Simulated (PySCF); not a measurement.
A GIAO shielding run with PySCF (density fitting, non-relativistic, gas phase) on SMILES [Si@@H](C[SiH3])(O[SiH3])[SiH2][SiH3], CH14OSi5:

```
$ OMP_NUM_THREADS=1 python probes_run.py task.json out

{"job": {"kind": "nmr", "xc": "PBE0", "basis": "pcSseg-1"}, "charge": 0, "multiplicity": 1}
Si     2.934334    -0.466816     0.725026
C      1.413949     0.658884     0.792190
Si     0.465358     0.841177    -0.850085
O     -0.779940     1.872711    -0.592909
Si    -2.117403     2.422117     0.123096
Si    -0.460837    -1.169735    -1.503305
Si    -1.552513    -2.319519     0.192331
H      2.526707    -1.809924     0.300052
H      3.909825     0.065205    -0.228510
H      3.559411    -0.549071     2.049004
H      1.718351     1.647007     1.140061
H      0.727564     0.276122     1.550868
H      1.284189     1.628025    -1.784400
H     -3.227893     1.587725    -0.338439
H     -1.950626     2.310277     1.572338
H     -2.231290     3.809462    -0.314268
H      0.596203    -2.024295    -2.079338
H     -1.384180    -0.986963    -2.641110
H     -2.277968    -3.524342    -0.226431
H     -0.619679    -2.771317     1.233847
H     -2.542484    -1.479788     0.879510
```

Hardware: 1 thread of an Arm Neoverse N1, shared host. The job also computes population analyses, field gradients.

Problem. How large is the calculation?

Solution. 98 electrons, 224 basis functions and 1285 auxiliary functions.

Problem. How long does it take, and how much memory does it need?

Solution. 91 s of wall time, with 13 SCF cycles and 4 response iterations; peak memory 1.1 GiB. Times on a shared host scatter by some tens of per cent.
